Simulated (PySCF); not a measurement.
Te(NH2)(OSiH3) (H5NOSiTe), SMILES N[Te]O[SiH3].

Geometry: B3LYP-D3(BJ)/def2-SVP. The def2 effective core potentials stand for the cores of Te; spin–orbit coupling is left out. Other conformers were not sampled.

Two levels are set side by side: PBE/def2-TZVP (PySCF) and HF/def2-TZVP (PySCF). Same geometry, gas phase. Differences are taken from unrounded values.

```tsv
quantity	HF	PBE	PBE minus HF
orbital gap (eV)	10.46	2.68	-7.78
highest occupied level (eV)	-8.77	-5.15	3.62
lowest empty level (eV)	1.69	-2.47	-4.16
dipole moment (D)	1.36	1.41	0.04
mean polarisability (bohr³)	68.0	76.4	8.4
```

PBE's occupied levels lie high since its potential decays too fast outside the molecule; exact exchange lowers them and widens the gap. PBE's more diffuse valence density responds more strongly to a field. Differences between two approximate levels are no errors against the true value.

Rough cost on one machine, each run with all the roots and properties that it gave: HF against PBE about 1/4.
